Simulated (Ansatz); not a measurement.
Gas-phase electronic energies from Ansatz, PBE0-D4/def2-TZVP geometries. CCSD(T)/CBS is the MP2 limit (def2-TZVPP, def2-QZVPP) plus CCSD(T) − MP2 in def2-TZVPP, frozen cores. Functionals use def2-TZVPP. Elements past krypton have def2 core potentials. For Hf outer-core shells are correlated without core-valence functions, which leaves a few kJ/mol of doubt a bond. Each species was taken in one conformer, which may not be the lowest.

`C[N](C)[Hf]([F])([F])[F]` + `CC[SiH2]O` → `CCC[SiH2]O` + `C[NH][Hf]([F])([F])[F]`  (formal exchange of groups at a C–N bond)

`C[N](C)[Hf]([F])([F])[F]`:

```xyz
13

C    -0.196   -1.171    0.979
N    -0.106   -0.125   -0.015
C    -1.249   -0.090   -0.901
Hf    1.404    1.197   -0.094
F     1.549    1.799   -1.903
F     2.965    0.329    0.588
F     0.974    2.686    1.033
H     0.689   -1.181    1.622
H    -0.270   -2.161    0.510
H    -1.075   -1.039    1.624
H    -1.362   -1.038   -1.442
H    -2.180    0.095   -0.349
H    -1.142    0.702   -1.649
```

`CC[SiH2]O`:

Z-matrix (Å, degrees):
```
C
C 1 1.526
H 1 1.094 2 111.5
H 1 1.093 2 111.3 3 -120.0
H 1 1.093 2 111.8 3 120.2
Si 2 1.868 1 113.6 3 58.5
H 2 1.096 1 110.5 3 -179.4
H 2 1.097 1 110.5 3 -62.4
O 6 1.653 2 112.4 1 59.9
H 6 1.494 2 108.7 1 -61.8
H 6 1.484 2 110.7 1 177.7
H 9 0.957 6 117.6 2 -78.7
```

`CCC[SiH2]O`:

```xyz
15

C    -0.975   -1.377   -0.578
C    -0.599   -0.746    0.753
C     0.798   -0.124    0.766
Si    1.053    1.328   -0.387
O    -0.102    2.492   -0.175
H    -0.989   -0.643   -1.389
H    -1.965   -1.836   -0.532
H    -0.259   -2.153   -0.861
H    -0.665   -1.506    1.539
H    -1.337    0.018    1.020
H     1.553   -0.883    0.522
H     1.039    0.226    1.776
H     2.347    1.987   -0.080
H     1.064    0.879   -1.810
H    -0.963    2.340   -0.565
```

`C[NH][Hf]([F])([F])[F]`:

Z-matrix (Å, degrees):
```
C
Hf 1 3.097
N 1 1.452 2 31.6
H 1 1.095 2 123.7 3 -77.2
H 1 1.095 2 78.7 3 180.0
H 1 1.095 2 123.7 3 77.2
F 2 1.908 1 129.6 3 -0.0
F 2 1.913 1 95.7 3 126.1
F 2 1.913 1 95.7 3 -126.1
H 3 1.012 1 111.7 2 180.0
```

Question: Is it downhill or uphill in electronic energy at CCSD(T)/CBS, and by how much? (Best estimate.)

Answer: The calculation gave: Downhill: ΔE = -23.1 kJ/mol.

Question: What do these levels give: r2SCAN-D4, B2PLYP, SCS-MP2/def2-TZVPP, CCSD/def2-TZVPP, HF/def2-QZVPP, CCSD/CBS(def2)? (Estimate.)

Answer: Computed: r2SCAN-D4 -20.7, B2PLYP -19.7, SCS-MP2/def2-TZVPP -19.5, CCSD/def2-TZVPP -21.3, HF/def2-QZVPP -24.2, CCSD/CBS(def2) -24.5 kJ/mol.

Largest T1 diagnostic among the species: 0.015.

In def2-TZVPP, CCSD(T) changes the Hartree–Fock value by +4.1 kJ/mol (the triples alone add +1.4 kJ/mol) and MP2 by +4.6 kJ/mol.
